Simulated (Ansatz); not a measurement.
H5AsSi, charge +1, doublet, at a GFN2-xTB geometry (a state made from the parent by changing its charge; the spin is typed, not shown lowest), atoms displaced at random by about 0.03 Å a coordinate; HF/STO-3G, gradient (Ansatz, a program for electronic structure).

The Ansatz input:
Ansatz 0.2 input:
```yaml
crystal:
  periodic: [false, false, false]
  atoms:
    - {symbol: Si, position_ang: [-1.65708866, 0.06262960, 0.30023570]}
    - {symbol: As, position_ang: [0.80694470, -0.07835661, -0.22507339]}
    - {symbol: H, position_ang: [-2.17646217, -0.78245454, -0.76591903]}
    - {symbol: H, position_ang: [-1.89313440, 1.54361957, 0.11676775]}
    - {symbol: H, position_ang: [-1.66230100, -0.40936870, 1.68584541]}
    - {symbol: H, position_ang: [1.19281094, -1.34928293, 0.34078971]}
    - {symbol: H, position_ang: [1.39106775, 0.67674604, 0.97111877]}
basis:
  gaussian:
    orbitals: STO-3G
hamiltonian:
  xc: hf
total_charge: 1
magnetization: {spin_polarized: true, initial_magnetization: 1}
output: {forces: true}
```

Output, abridged:

```
Functional definition: HF
338 factors; integrals over basis functions are off by at most 2.6e-5 eV
mean field evaluation 1: about -67962.3297 eV, gradient 5.6e0 eV
mean field evaluation 2: about -67962.3372 eV, gradient 5.6e0 eV
mean field evaluation 4: about -67962.7708 eV, gradient 7.1e-1 eV
mean field evaluation 8: about -67962.7964 eV, gradient 4.8e-3 eV
mean field -67962.79635352 eV, -2497.5866991538 hartree, gradient 1.4e-5 eV, S^2 0.755447; 0 other end points of the search recorded, 0 dependent functions left out
the calculation of the forces begins
reference -67962.79635352 eV, -2497.5866991538 hartree; 26, 25 occupied and 6, 7 virtual orbitals, 338 factors
Total energy: -67962.79635352 eV, -2497.5866991538 hartree
Atom 0 at    -1.657089     0.062630     0.300236 Å, force     0.705904     1.679755    -1.124997 eV/Å
Atom 1 at     0.806945    -0.078357    -0.225073 Å, force    -1.186655     0.910874     3.274852 eV/Å
Atom 2 at    -2.176462    -0.782455    -0.765919 Å, force     0.040389     0.422468     0.909418 eV/Å
Atom 3 at    -1.893134     1.543620     0.116768 Å, force     0.200741    -2.224743     0.351449 eV/Å
Atom 4 at    -1.662301    -0.409369     1.685845 Å, force     0.046140     0.187648    -1.064824 eV/Å
Atom 5 at     1.192811    -1.349283     0.340790 Å, force     0.398750    -0.733726    -0.589719 eV/Å
Atom 6 at     1.391068     0.676746     0.971119 Å, force    -0.205270    -0.242274    -1.756178 eV/Å
Dipole moment:    -0.180700    -0.012557     0.111742 e Å
```
